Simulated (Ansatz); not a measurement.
Basis sets compared for the cluster Au4Cl3. The state is a doublet with charge 0. Geometry r2SCAN-D4/def2-SVP. Ansatz on 4 threads of Arm Neoverse V1 on a shared host; times are rough, and most runs start from earlier orbitals.

Cartesian coordinates in Å:
```
Au -1.372 -1.018 -0.154
Au 0.879 1.439 0.344
Au -2.566 1.104 0.671
Au 1.393 -1.538 -0.647
Cl 2.859 0.255 -0.239
Cl -0.327 -3.112 -0.954
Cl -0.865 2.870 0.978
```

In the def2 sets Au takes a core potential; there is no spin–orbit coupling. The structure comes from a short search, and lower isomers may exist.

Binding counts from free atoms (Au doublet, Cl doublet) in the same basis, without a counterpoise term.

```csv
level,functions,energy (Eh),HOMO (eV),LUMO (eV),binding per atom (eV),wall time
PBE-D4/def2-SVP,182,-1922.9048,-6.17,-5.62,2.15,9 s
PBE0-D4/def2-SVP,182,-1922.8237,-7.12,-4.81,2.03,15 s
```

(1) Estimate the rows for PBE-D4/def2-TZVP (with forces), PBE0-D4/def2-TZVP.

Answers

(1) 
| level | functions | energy (Eh) | HOMO (eV) | LUMO (eV) | binding per atom (eV) | wall time |
| --- | --- | --- | --- | --- | --- | --- |
| PBE-D4/def2-TZVP (with forces) | 271 | -1923.4210 | -6.20 | -5.64 | 2.18 | 15 s |
| PBE0-D4/def2-TZVP | 271 | -1923.3338 | -7.14 | -4.79 | 2.07 | 28 s |
